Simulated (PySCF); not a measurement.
Level of theory: PBE0/pcSseg-1 in PySCF (dipole) on a GFN2-xTB geometry, gas phase. Rigid rotors, one computed conformer each.

Species:
1. `[CH2:1]=[CH:2][CH2:3]/[C:4](=[CH:5]/[Cl:6])[CH2:7][CH:8]([F:9])[F:10]` with C1–C2–C3–C4 -114°, C2–C3–C4–C5 -112°, C3–C4–C7–C8 94°, C4–C7–C8–F9 -67°
2. `[CH3:1][C:2](=[O:3])[c:4]1[cH:5][s:6][c:7]([C:8](=[O:9])[F:10])[c:11]1[CH3:12]` with C1–C2–C4–C5 0°, S6–C7–C8–O9 180°
3. `[F:1][CH:2]([F:3])[C@H:4]1[CH2:5][CH2:6]/[C:7]1=[CH:8]/[CH2:9][Cl:10]` with F1–C2–C4–C5 69°, C7–C8–C9–Cl10 110°
4. `[NH2:1][C:2](=[O:3])[C:4]1=[CH:5][C@@H:6]2[C@@H:7]3[C@H:8]1[C@H:9]23` with H–N1–C2–O3 -1° and -176°, N1–C2–C4–C5 9°

Rotational constants (MHz) and dipole components (D):

```
set     A      B      C    μa    μb    μc
  P  4273   1259   1044  2.06  3.30  0.41
  Q  1621  554.5  415.3  3.02  3.67  0.00
  R  1063  846.1  535.0  0.91  1.98  0.25
  S  1664  635.0  510.0  1.51  2.21  1.45
```

Problem. Which set belongs to which species?

Solution. P = 4, Q = 2, R = 1, S = 3.

- 1 (set R): mass 166.0 u, 10 heavy atoms, longest extent 6.8 Å, C1, asymmetric top, Ia, Ib, Ic = 475.3, 597.3, 944.6 u·Å².
- 2 (set Q): mass 186.0 u, 12 heavy atoms, longest extent 8.0 Å, Cs, asymmetric top, Ia, Ib, Ic = 311.7, 911.5, 1217.0 u·Å².
- 3 (set S): mass 166.0 u, 10 heavy atoms, longest extent 6.4 Å, C1, asymmetric top, Ia, Ib, Ic = 303.7, 795.9, 991.0 u·Å².
- 4 (set P): mass 121.1 u, 9 heavy atoms, longest extent 6.6 Å, C1, asymmetric top, Ia, Ib, Ic = 118.3, 401.3, 484.1 u·Å².

Point groups hold within 0.08 Å; constants that symmetry makes equal can differ a little in the computed geometry, and forbidden dipole components can keep a residue. No structure here is proved a minimum.
